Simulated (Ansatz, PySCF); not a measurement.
Noncovalent pair: AsH3 (SMILES [AsH3]) (first 4 atoms) with HBr (SMILES Br); geometry from B3LYP-D3(BJ)/def2-TZVP, rigid monomers moved along the line of their centres of mass till As1···H6 is 3.63 Å.
(charge 0, multiplicity 1):
```xyz
6

As    -0.24590    -0.19971     0.14388
H     -0.93105     0.73324    -0.84219
H     -0.41635    -1.41915    -0.74823
H      1.14503     0.10944    -0.38687
Br    -1.34196    -0.25056     5.09210
H     -1.03095    -0.23581     3.68680
```

Quantity: the interaction energy.

Interaction energies are E(AB) − E(A) − E(B) at the monomers' geometry in the complex; basis-set methods are counterpoise corrected.

Cores are frozen in the correlated methods. Filled d and f shells under p-block atoms count as core. CBS: X⁻³ extrapolation of the correlation energy, Hartree–Fock from the larger set.

Run with Ansatz (Gaussian orbitals); PySCF for the dispersion terms. Values without a source in brackets are computed.

Costs are ratios of core time to PBE/def2-TZVPPD (roughly 4 s), for whole runs (searches for the state included, and forces where a run took them) on one shared machine, so rough; each difference counts from -5.3 kJ/mol (CCSD(T)/CBS(aug-cc-pVDZ, aug-cc-pVTZ), a level with limits of its own).

```json
[
 {"level": "PBE/def2-TZVPPD", "basis functions": "179", "cost": "×1"},
 {"level": "PBE-D3(BJ)/def2-TZVPPD", "basis functions": "179", "cost": "×1"},
 {"level": "PBE0/def2-TZVPPD", "basis functions": "179", "cost": "×1"},
 {"level": "PBE0-D3(BJ)/def2-TZVPPD", "basis functions": "179", "cost": "×1"},
 {"level": "B3LYP/def2-TZVPPD", "basis functions": "179", "cost": "×1"},
 {"level": "B3LYP-D3(BJ)/def2-TZVPPD", "basis functions": "179", "cost": "×1"},
 {"level": "r2SCAN/def2-TZVPPD", "basis functions": "179", "cost": "×2"},
 {"level": "r2SCAN-D3(BJ)/def2-TZVPPD", "basis functions": "179", "cost": "×2"},
 {"level": "wB97X-V/def2-TZVPPD", "basis functions": "179", "cost": "×3"},
 {"level": "CCSD(T)/aug-cc-pVDZ", "basis functions": "108", "cost": "×3"},
 {"level": "wB97M-V/def2-TZVPPD", "basis functions": "179", "cost": "×4"},
 {"level": "CCSD(T)/aug-cc-pVTZ", "basis functions": "210", "cost": "×80"}
]
```

Q: What does the step from CCSD(T)/aug-cc-pVDZ to CCSD(T)/aug-cc-pVTZ cost and buy?

A: 108 to 210 functions, cost ×20 (rough); the difference goes from 0.4 to 0.2 kJ/mol.

Each difference (kJ/mol): PBE/def2-TZVPPD 0.5; PBE-D3(BJ)/def2-TZVPPD -0.9; PBE0/def2-TZVPPD 0.7; PBE0-D3(BJ)/def2-TZVPPD -0.9; B3LYP/def2-TZVPPD 2.1; B3LYP-D3(BJ)/def2-TZVPPD -0.3; r2SCAN/def2-TZVPPD 1.1; r2SCAN-D3(BJ)/def2-TZVPPD 0.3; wB97X-V/def2-TZVPPD -0.1; CCSD(T)/aug-cc-pVDZ 0.4; wB97M-V/def2-TZVPPD 0.4; CCSD(T)/aug-cc-pVTZ 0.2.

Ansatz is a program for electronic structure.
